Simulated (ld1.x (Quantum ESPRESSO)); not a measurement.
## Ti: excitation energies, all-electron against PAW

```json
{"Element": "Ti", "Generator": "ld1.x (Quantum ESPRESSO) 7.5", "Type": "PAW", "Functional": "LDA (PZ)", "Relativity": "scalar-relativistic", "Frozen core": "[Ne]", "Valence charge": "12", "Reference configuration": "3s2 3p6 3d3 4s1 4p0", "Partial waves": "3s (bound): rcut 1.35, rcutus 1.50 bohr; 4s (bound): rcut 1.35, rcutus 1.50 bohr; 3p (bound): rcut 1.50, rcutus 1.70 bohr; 4p (bound, empty): rcut 1.50, rcutus 1.70 bohr; 3d (bound): rcut 2.20, rcutus 2.45 bohr; 3d channel at 0.85 Ry: rcut 2.20, rcutus 2.45 bohr", "Local potential": "all-electron potential smoothed inside 2.40 bohr (lloc = -1)", "Core correction": "a·sin(br)/r model core inside 1.10 bohr", "Augmentation charge": "PSQ, radius 1.40 bohr"}
```

Energies are relative to the spin-unpolarised reference configuration 3s2 3p6 3d3 4s1 4p0; without spin polarisation the order of configurations can differ from experiment. Not all tests gave a result: test run stopped at test 8 of 9 (negative rho), 1 before it not solved. Left out of the table: 3s2 3p6 3d0 4s0 4p0 (solver errors, printed error -677 eV).

Task: Give the all-electron excitation energy and the error of the potential for: 3s2 3p6 3d2 4s2 4p0; 3s2 3p6 3d2 4s1 4p0; 3s2 3p6 3d2 4s0 4p0; 3s2 3p6 3d1 4s2 4p1; 3s2 3p6 3d3 4s0 4p0; 3s1 3p6 3d2 4s2 4p0.

Result:

| valence configuration | charge | ΔE all-electron (eV) | error AE − PS (meV) |
| --- | --- | --- | --- |
| 3s2 3p6 3d2 4s2 4p0 | 0 | -1.060 | +26 |
| 3s2 3p6 3d2 4s1 4p0 | +1 | 6.476 | +44 |
| 3s2 3p6 3d2 4s0 4p0 | +2 | 20.276 | +83 |
| 3s2 3p6 3d1 4s2 4p1 | 0 | 3.754 | +21 |
| 3s2 3p6 3d3 4s0 4p0 | +1 | 6.499 | -0.9 |
| 3s1 3p6 3d2 4s2 4p0 | +1 | 68.247 | +165 |
